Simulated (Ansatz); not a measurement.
Name a neutral molecule of C, Ge, O, Si and H with HOMO–LUMO gap (ωB97M-V/def2-TZVPP) between 9.80 and 10.10 eV and LUMO energy (PBE0/def2-TZVPP) between -0.45 and -0.15 eV (Ansatz, PBE0-D4/def2-TZVP geometry).

`O[SiH]1[CH2][GeH2]1` (9.89 eV, -0.21 eV). Other molecules can fit too; these were computed, each in one conformer that needn't be the lowest.
